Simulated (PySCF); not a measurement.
**C₆ coefficients of unlike pairs at revPBE**

Calculated with PySCF 2.14 from the dipole response of each species, C₆(A,B) = (3/π) ∫ α_A(iu) α_B(iu) du, in atomic units, from isotropic polarisabilities. For ions this is the dispersion term alone; charge-induced terms of lower order in 1/R come first.

| species | configuration | basis | relativity | α (bohr³) | C₆ (like pair) |
| --- | --- | --- | --- | --- | --- |
| Zr | [Kr] 4d2 5s2 (3F) | dyall-av2z (22s15p11d2f) | none | 136.5 | 1924 |
| Sb | [Kr] 4d10 5s2 5p3 (4S) | aug-cc-pwCVTZ-DK3 with one added diffuse shell each of s, p, d, f type (11s10p8d5f1g) | spin-free X2C | 47.99 | 531.9 |
| P³⁺ | [Ne] 3s2 (1S) | aug-cc-pwCVQZ (10s9p7d5f3g) | none | 6.812 | 17.30 |

**Question.** Estimate C₆ for Sb with Zr.

**Answer.** The integral gives 951.4. The combination rule 2 C_A C_B / (C_A α_B/α_A + C_B α_A/α_B) gives 934.9 and the geometric mean 1012.

No spin-orbit coupling is included.

The other pairs:

```csv
pair,C₆
"P³⁺, Zr",158.0
"P³⁺, Sb",94.21
```
